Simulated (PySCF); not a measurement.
Rigid-rotor lines calculated for a species of formula C7H11FSSi (commonest isotopes; PySCF, PBE0-D3(BJ)/def2-SVP geometry optimisation, gas phase), labelled J(Ka,Kc):

```tsv
transition	MHz
2(0,2) ← 1(0,1)	2182.5
2(1,2) ← 1(1,1)	2059.0
2(1,1) ← 1(1,0)	2337.8
1(0,1) ← 0(0,0)	1099.2
1(1,1) ← 0(0,0)	1945.0
```

(1) Find the rotational constants.

(2) What moments of inertia, asymmetry and inertial defect follow?

(3) Which dipole components do these lines need?

(4) Predict further lines from these constants: 2(2,0) ← 1(1,1); 2(1,1) ← 1(0,1); 1(1,0) ← 1(0,1); 1(1,0) ← 0(0,0); 2(2,1) ← 1(1,0); 2(1,2) ← 2(0,2); 2(1,1) ← 2(1,2); 2(1,2) ← 1(0,1); 2(1,1) ← 2(0,2); 2(2,0) ← 2(1,1).

(5) Which structure gave them?

Results:

(1) 1(0,1) ← 0(0,0) is B + C, 2(1,1) ← 1(1,0) is 3B + C and 2(1,2) ← 1(1,1) is B + 3C, so B − C is half the difference of the last two, 139.4 MHz. 1(1,1) ← 0(0,0) is A + C. A = 1465.0, B = 619.3, C = 479.9 MHz.

(2) I = 505379 MHz·u·Å² over each constant: Ia = 344.96, Ib = 816.06, Ic = 1053.08 u·Å²; κ = (2B − A − C)/(A − C) = -0.717 (asymmetric top); Δ = Ic − Ia − Ib = -107.94 u·Å².

(3) μa and μb (a-type: ΔKa even, ΔKc odd; b-type: both odd). The calculation gives |μa| = 0.61 D, |μb| = 1.09 D, |μc| = 0.33 D.

(4) 
```tsv
transition	MHz	type	branch
2(1,1) ← 2(1,2)	418	a	Q
2(1,2) ← 2(0,2)	722	c	Q
1(1,0) ← 1(0,1)	985	b	Q
2(1,1) ← 2(0,2)	1140	b	Q
1(1,0) ← 0(0,0)	2084	c	R
2(2,0) ← 2(1,1)	2553	b	Q
2(1,2) ← 1(0,1)	2905	b	R
2(1,1) ← 1(0,1)	3323	c	R
2(2,1) ← 1(1,0)	4875	b	R
2(2,0) ← 1(1,1)	5030	b	R
```

(5) `CCCc1cc([SiH3])sc1F`, point group C1. Three constants can't fix a structure by themselves; this is the one that was computed:
```xyz
21
C7H11FSSi angstrom
C     -1.597    0.738    1.149
C     -2.037   -0.106   -0.036
C     -0.989   -1.128   -0.487
C      0.288   -0.504   -0.965
C      1.508   -0.397   -0.233
C      2.527    0.263   -0.886
Si     4.247    0.576   -0.242
S      1.994    0.787   -2.451
C      0.433    0.105   -2.183
F     -0.497    0.200   -3.117
H     -1.383    0.109    2.029
H     -0.682    1.307    0.918
H     -2.374    1.461    1.438
H     -2.966   -0.645    0.213
H     -2.283    0.548   -0.891
H     -1.412   -1.750   -1.292
H     -0.757   -1.811    0.346
H      1.627   -0.812    0.771
H      4.287    0.048    1.154
H      5.281   -0.121   -1.067
H      4.571    2.035   -0.239
```

The values belong to one conformer (point group C1) with, in the numbering `[CH3:1][CH2:2][CH2:3][c:4]1[cH:5][c:6]([SiH3:7])[s:8][c:9]1[F:10]`, C1–C2–C3–C4 -62°, C2–C3–C4–C5 101°. No PBE0-D3(BJ)/def2-SVP frequencies stand behind this structure, so it isn't proved a minimum. These are rigid-rotor constants of the computed structure; measured ground-state constants (B0) also hold zero-point vibration. A rigid rotor knows nothing of internal rotation, which can split or shift real lines.
